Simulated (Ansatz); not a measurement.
`[BH2][SnH2][SiH2][SiH3]` + `COC=O` → `O=CO[SiH2][SiH3]` + `[BH2][SnH2][CH3]`  (formal exchange of groups at the Si–Sn bond)

Program: Ansatz. Geometries: PBE0-D4/def2-TZVP. ΔE: electronic, gas phase. CBS: MP2 limit from def2 TZ/QZ plus the TZ coupled-cluster correction, frozen cores. DFT in def2-TZVPP. B3LYP here is the variant with VWN-RPA as its local correlation; programs differ in this. Elements past krypton have def2 core potentials. For Sn outer-core shells are correlated without core-valence functions, which leaves a few kJ/mol of doubt a bond. One conformer a species, not always the lowest.

`[BH2][SnH2][SiH2][SiH3]`:

```xyz
13

B    -2.523   -0.187   -0.235
Sn   -1.107    1.030    0.991
Si    1.168   -0.179    0.912
Si    1.766   -0.573   -1.311
H    -2.601   -0.017   -1.414
H    -3.164   -1.065    0.260
H    -1.574    1.193    2.629
H    -0.864    2.604    0.366
H     2.206    0.642    1.595
H     1.056   -1.478    1.633
H     3.067   -1.285   -1.428
H     1.858    0.717   -2.046
H     0.709   -1.403   -1.952
```

`COC=O`:

Z-matrix (Å, degrees):
```
C
O 1 1.427
H 1 1.091 2 110.5
H 1 1.087 2 105.9 3 119.7
H 1 1.091 2 110.5 3 -120.5
C 2 1.330 1 115.2 3 60.3
O 6 1.196 2 125.8 1 0.0
H 6 1.100 2 109.2 1 180.0
```

`O=CO[SiH2][SiH3]`:

```xyz
11

O     1.144   -1.620    0.127
C     0.129   -1.900    0.705
O    -1.012   -1.242    0.569
Si   -1.031    0.086   -0.511
Si    0.754    1.547   -0.117
H     0.036   -2.734    1.415
H    -2.354    0.690   -0.222
H    -1.030   -0.451   -1.895
H     1.908    1.228   -0.991
H     1.150    1.456    1.313
H     0.306    2.941   -0.394
```

`[BH2][SnH2][CH3]`:

Cartesian coordinates in Å:
```
B -1.636 1.175 -0.543
Sn 0.269 0.549 0.472
C 0.935 -1.419 -0.066
H -2.169 0.483 -1.359
H -2.145 2.223 -0.280
H 0.083 0.612 2.177
H 1.515 1.664 0.082
H 0.182 -2.157 0.213
H 1.098 -1.475 -1.142
H 1.868 -1.656 0.446
```

CCSD(T)/CBS gives -100.6 kJ/mol.

(1) Another level gave -93.8 kJ/mol. Which?
A. B3LYP-D4/def2-TZVPP
B. HF/def2-TZVPP
C. PBE0-D4/def2-TZVPP
D. CCSD/def2-TZVPP

Largest T1 diagnostic among the species: 0.016.

## Answers

(1) A. B3LYP-D4 -93.8, CCSD/def2-TZVPP -101.7, HF/def2-TZVPP -106.8, PBE0-D4 -82.5 kJ/mol.

At CCSD(T), def2-SVP lies +23.8 kJ/mol from the extrapolated value and def2-TZVPP +0.6 kJ/mol. From BLYP to BHLYP (50 % exact exchange), in def2-TZVPP and without D4, ΔE moves by −11.5 kJ/mol.
